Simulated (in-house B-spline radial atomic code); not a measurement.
Inner levels of zinc as electrons are removed. A shift is the extra binding of the orbital against the neutral atom ([Ar] 3d10 4s2). Computed with a B-spline radial code for spherical atoms: non-relativistic Hartree-Fock, average of the configuration, point nuclei.

```csv
ion,configuration,shift of 1s (eV),radius of 1s (bohr),Σ<r²> (bohr²),change of density at nucleus (bohr⁻³)
Zn15+,[Ne] 3s2 3p3,531.58,0.051082,2.3746,116.77
Zn16+,[Ne] 3s2 3p2,588.71,0.051074,1.9416,134.78
Zn17+,[Ne] 3s2 3p1,?,?,?,?
Zn18+,[Ne] 3s2,708.44,0.051055,1.148,173.16
Zn19+,[Ne] 3s1,767.47,0.051053,0.76705,7.4309
Zn20+,[He] 2s2 2p6,827.94,0.051049,0.40373,-168.61
Zn21+,[He] 2s2 2p5,982.18,0.050995,0.34686,-110.06
Zn22+,[He] 2s2 2p4,?,?,?,?
Zn23+,[He] 2s2 2p3,?,?,?,?
Zn24+,[He] 2s2 2p2,1470.34,0.050814,0.19643,78.224
Zn25+,[He] 2s2 2p1,1641.47,0.050747,0.15218,145.25
Zn26+,[He] 2s2,1816.75,0.050676,0.11052,214.42
Zn27+,[He] 2s1,1969.84,0.050668,0.057659,-691.43
Zn28+,1s2,2125.54,0.050634,0.0068476,-1638.31
Zn29+,1s1,2631.22,0.05,0.0033333,-9853.31
```

**Question.** Fill in the row of Zn17+.

**Answer.** shift of 1s (eV): 647.66; radius of 1s (bohr): 0.051065; Σ<r²> (bohr²): 1.5333; change of density at nucleus (bohr⁻³): 153.58.

**Question.** Fill in the row of Zn22+.

**Answer.** shift of 1s (eV): 1140.68; radius of 1s (bohr): 0.050938; Σ<r²> (bohr²): 0.29354; change of density at nucleus (bohr⁻³): -49.419.

**Question.** Fill in the row of Zn23+.

**Answer.** shift of 1s (eV): 1303.41; radius of 1s (bohr): 0.050877; Σ<r²> (bohr²): 0.24348; change of density at nucleus (bohr⁻³): 13.339.
